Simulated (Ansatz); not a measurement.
Geometry optimisation, Ansatz, RKS B3LYP/def2-SVP.

The input (input.yaml):

```yaml
crystal:
  periodic: [false, false, false]
  atoms:
    - { symbol: B, position_ang: [-0.1311, -0.0126, -0.1675] }
    - { symbol: Cl, position_ang: [0.4584, -1.1412, -1.9241] }
    - { symbol: "N", position_ang: [-1.3117, 0.3371, -0.6782] }
    - { symbol: H, position_ang: [-1.087, -0.3051, -1.8248] }
    - { symbol: C, position_ang: [0.8576, 0.0544, 1.0275] }
    - { symbol: H, position_ang: [-2.1244, 0.8603, -0.4174] }
    - { symbol: H, position_ang: [1.7878, 0.539, 0.739] }
    - { symbol: H, position_ang: [1.114, -0.9402, 1.383] }
    - { symbol: H, position_ang: [0.4364, 0.6083, 1.8625] }
basis:
  gaussian: { orbitals: def2-SVP }
hamiltonian:
  xc: b3lyp
relax:
  f_tol: 0.15
  max_steps: 25
  restrain:
    - { distance: [3, 1], at: 2.63, k: 30.0 }
    - { distance: [0, 1], at: 1.86, k: 30.0 }
    - { distance: [3, 2], at: 1.02, k: 30.0 }
```

Command:

```bash
$ ansatz run input.yaml --threads 2 --pin off --max-ram 3072MiB --backend cpu --events-out ev --progress --plain --runs-dir out
```

Question: Where does it end, and by what steps?

Answer: The run converged. The restraints hold the end off the free minimum. After 5 steps the energy has fallen by 2.356 eV (the restraints' own energy left out); H4 moved furthest, 0.58 Å. Joined: N3–H4.

```
step  energy less start (eV)  largest force component (eV/Å)  accepted
   0                  0.0000                           3.325       yes
   1                 -1.0141                           3.514       yes
   2                 -1.8484                           1.523       yes
   3                 -2.2752                           0.903       yes
   4                 -2.3364                           0.680       yes
   5                 -2.3556                           0.474       yes
```

```xyz
9
Properties=species:S:1:pos:R:3
B 0.035 -0.205 -0.407
Cl 0.795 -1.205 -1.748
N -1.227 0.257 -0.750
H -1.561 -0.008 -1.672
C 0.791 0.046 0.938
H -1.847 0.823 -0.184
H 1.745 0.563 0.742
H 1.048 -0.916 1.410
H 0.222 0.645 1.671
```

Whether the end is a true minimum wasn't checked by a vibrational analysis.

Time of the run: 7.1 s on 2 threads of Intel(R) Xeon(R) 6975P-C (Granite Rapids), with other jobs on the host, peak memory 0.18 GiB.
